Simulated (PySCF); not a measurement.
Molecule: `CCO[SiH2]S[SiH3]`, C2H10OSSi2.

Cartesian coordinates in Å; atom numbers follow the order of the lines, from 1:
```xyz
16

C    -2.4838    0.5299    0.5345
C    -1.2150   -0.2633    0.3110
O    -0.2064    0.0817    1.2385
Si    0.8644    1.3385    1.0852
S     1.9416    1.1794   -0.7684
Si    2.5663   -0.8733   -0.5564
H    -3.2713    0.2013   -0.1607
H    -2.8492    0.3921    1.5630
H    -2.3168    1.6060    0.3715
H    -0.8470   -0.1217   -0.7227
H    -1.4096   -1.3407    0.4375
H     1.7658    1.2188    2.2590
H     0.2139    2.6800    1.0286
H     3.7089   -1.0643   -1.4936
H     3.0016   -1.1382    0.8466
H     1.4671   -1.8148   -0.9195
```

Geometry PBE0-D3(BJ)/def2-SVP throughout; GIAO in PySCF 2.14, gas phase, one conformer, non-relativistic; equivalent atoms averaged; basis pcSseg-1.

Question: How do the absolute shieldings σ depend on the functional? (a selection of nuclei; ppm; last column core-seconds on shared hosts with different chips, so compare them loosely; the GGAs took longer than the global hybrids here, which isn't the general rule, and the cause wasn't traced)

Answer: 
```csv
functional,kind,C2,C1,O3,Si4,Si6,H12/H13,H14/H15/H16,H10/H11,H7/H8/H9,core-s
HF,Hartree–Fock,137.8,172.5,311.3,412.5,441.1,27.01,27.42,28.23,30.39,11
LDA,LDA,119.0,164.1,259.4,326.6,370.9,24.99,25.86,26.83,29.63,22
PBE,GGA,118.6,162.1,258.3,348.9,386.2,25.63,26.44,27.27,29.99,34
BLYP,GGA,112.8,156.6,254.4,341.9,375.3,25.95,26.72,27.42,30.13,42
BP86,GGA,118.2,161.6,259.3,348.1,384.1,25.73,26.51,27.33,30.04,36
OPBE,GGA,125.5,167.6,266.5,373.9,408.9,25.78,26.54,27.36,30.03,41
PBE0,global hybrid,125.3,166.5,276.3,364.6,401.4,25.96,26.64,27.51,30.05,17
WP04,global hybrid,110.2,152.9,267.6,358.1,381.1,27.01,27.59,27.92,30.35,16
B97-2,global hybrid,124.6,165.3,276.2,371.9,405.0,26.18,26.83,27.61,30.14,16
BHandHLYP,global hybrid,126.4,165.5,287.6,374.1,406.8,26.48,27.03,27.80,30.19,16
CAM-B3LYP,range-separated hybrid,123.2,164.3,281.3,357.2,394.0,26.18,26.82,27.58,30.08,22
wB97X-D,range-separated hybrid,125.8,166.2,282.3,365.2,401.3,26.18,26.81,27.67,30.15,21
LC-wPBE,range-separated hybrid,131.0,171.0,295.9,368.0,407.9,26.24,26.85,27.69,30.10,30
```

Question: Which nucleus among those listed moves most, in ppm?

Answer: Si4 (silicon bonded to O, S, 2 H): from 326.6 ppm with LDA to 412.5 ppm with HF. The smallest spread is 0.76 ppm, at H7/H8/H9. Proton shifts span only some 12 ppm, so a few tenths of a ppm matter as much there as several ppm in carbon.
